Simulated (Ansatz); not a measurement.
One change: `BCl` becomes `Cl[BH][ZnH]`.

Ansatz, PBE0-D4/def2-TZVP geometries, multiplicity 1. 

Scalar relativity is left out up to krypton.

| property | `BCl` |
| --- | --- |
| HOMO energy (PBE/def2-TZVPP) / eV | -7.27 |
| HOMO energy (PBE0/def2-TZVPP) / eV | -8.65 |
| size of the dipole moment (PBE/def2-TZVPP) / D | 0.37 |
| zero-point energy (PBE0-D4/def2-TZVP) / kJ/mol | 55.4 |
| HOMO–LUMO gap (ωB97M-V/def2-TZVPP) / eV | 11.13 |
| size of the dipole moment (B3LYP/def2-TZVPP) / D | 0.52 |

Task: What does the change do to each property? (Best estimate.)

Result: Ansatz gave: 
```
                                        property  `Cl[BH][ZnH]`  shift
               HOMO energy (PBE/def2-TZVPP) / eV          -5.89   1.38
              HOMO energy (PBE0/def2-TZVPP) / eV          -7.00   1.65
  size of the dipole moment (PBE/def2-TZVPP) / D           0.45   0.08
  zero-point energy (PBE0-D4/def2-TZVP) / kJ/mol           50.7   -4.7
         HOMO–LUMO gap (ωB97M-V/def2-TZVPP) / eV           8.64  -2.49
size of the dipole moment (B3LYP/def2-TZVPP) / D           0.56   0.04
```

With PBE0 the HOMO rises by 1.65 eV and the LUMO falls by 0.54 eV, so the gap narrows by about 2.19 eV. PBE moves the HOMO by 1.38 eV and ωB97M-V by 1.80 eV. The zero-point energy changes by -4.7 kJ/mol with +3 modes. Dipoles are sizes alone; their direction can turn.

B3LYP here is the variant with VWN-RPA as its local correlation; programs differ in this.
